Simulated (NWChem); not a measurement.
A series in which one site is exchanged, each optimised at PBE0/def2-SVP with NWChem, gas phase unless a solvent is named. All stand in one matching conformer (torsions within 35°), which need not be the lowest. Some are not confirmed as minima by frequencies. def2 effective core potentials on Zr; no spin-orbit coupling.

A: O[Si](Cl)(Cl)Cl (SiHOCl$_{3}$; site = Si)
B: [OH][Zr]([Cl])([Cl])[Cl] (ZrHOCl3; site = Zr)
C: [Cl][Ti]([OH])([Cl])[Cl] (TiHOCl₃; site = Ti)

Values for A:

- dipole (D), PBE0/def2-SVP = 1.82
- static polarisability, PBE/def2-SVPD (bohr³) = 70.6
- lowest singlet excitation, PBE/def2-SVPD, TDA (eV) = 6.60

Task: How do these values change for the other members?

Result: 
```csv
change from A,B,C
"dipole (D), PBE0/def2-SVP",+1.27,+1.03
"static polarisability, PBE/def2-SVPD (bohr³)",+20.6,+17.0
"lowest singlet excitation, PBE/def2-SVPD, TDA (eV)",-1.43,-2.76
```
